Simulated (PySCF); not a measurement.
Species: C6H8O2.
Atom-mapped SMILES: `[CH2:1]=[C:2]([CH3:3])[C@H:4]1[CH2:5][C:6](=[O:7])[O:8]1` (hydrogens: H9, H10 on C1; H11, H12, H13 on C3; H14 on C4; H15, H16 on C5)

The same species was optimised twice, with GFN2-xTB and with PBE0-D3(BJ)/def2-SVP (PySCF), and the same property calculations (PySCF, gas phase) were run on both structures.

| coordinate | GFN2-xTB | PBE0-D3(BJ)/def2-SVP | change |
| --- | --- | --- | --- |
| C1=C2 (Å) | 1.322 | 1.335 | +0.013 |
| C6–O8 (Å) | 1.353 | 1.361 | +0.008 |
| C2–C4 (Å) | 1.502 | 1.496 | -0.006 |
| C4–C5 (Å) | 1.544 | 1.540 | -0.004 |
| C6=O7 (Å) | 1.187 | 1.185 | -0.002 |
| C4–O8 (Å) | 1.446 | 1.447 | +0.001 |
| C5–C6 (Å) | 1.517 | 1.518 | +0.001 |
| C2–C3 (Å) | 1.498 | 1.498 | 0.000 |
| C5–C6–O7 (°) | 136.1 | 137.8 | +1.7 |
| O7–C6–O8 (°) | 129.3 | 127.8 | -1.5 |
| C2–C4–C5 (°) | 116.0 | 117.1 | +1.1 |
| C2–C4–O8 (°) | 114.7 | 114.1 | -0.6 |
| C1–C2–C4 (°) | 122.0 | 121.4 | -0.6 |
| C3–C2–C4 (°) | 113.9 | 114.4 | +0.5 |
| C4–O8–C6 (°) | 92.7 | 92.4 | -0.3 |
| C5–C4–O8 (°) | 89.8 | 90.1 | +0.3 |
| C1–C2–C4–C5 (°) | -94 | -101 | -7 |

Rotational constants: A = 4935, B = 1348, C = 1197 MHz (GFN2-xTB) against A = 4818, B = 1365, C = 1192 MHz (PBE0-D3(BJ)/def2-SVP). Point groups within 0.08 Å: C1 and C1.

On the GFN2-xTB structure: lowest singlet, TDDFT (eV) 6.00 [wB97X-D/def2-SVPD]; isotropic polarisability (au) 74.7 [wB97X-D/def2-SVPD]; HOMO (eV) -9.54 [wB97X-D/def2-SVPD]; LUMO (eV) 1.73 [wB97X-D/def2-SVPD]; dipole (D) 4.71 [wB97X-D/def2-SVPD].

Problem. What do these properties become on the PBE0-D3(BJ)/def2-SVP structure?

Solution. 
```csv
property,level,on GFN2-xTB,on PBE0-D3(BJ)/def2-SVP,change
"lowest singlet, TDDFT (eV)",wB97X-D/def2-SVPD,6.00,6.01,+0.01
isotropic polarisability (au),wB97X-D/def2-SVPD,74.7,75.7,+1.0
HOMO (eV),wB97X-D/def2-SVPD,-9.54,-9.51,+0.03
LUMO (eV),wB97X-D/def2-SVPD,1.73,1.63,-0.10
dipole (D),wB97X-D/def2-SVPD,4.71,4.68,-0.03
"energy, GFN2-xTB geometry as zero (kcal/mol)",wB97X-D/def2-SVPD,0.0,-0.9,-0.9
```

The heavy atoms differ by 0.062 Å rms after alignment. Among bonds between heavy atoms C1=C2 changes most (+0.013 Å). Changes are differences of the printed values. Neither structure is proved a minimum here.

Conformer computed: `[CH2:1]=[C:2]([CH3:3])[C@H:4]1[CH2:5][C:6](=[O:7])[O:8]1`: C1–C2–C4–C5 -101°.

The pairwise dispersion term of wB97X-D wasn't added to the energies; at a given geometry it leaves orbitals and properties as they are.
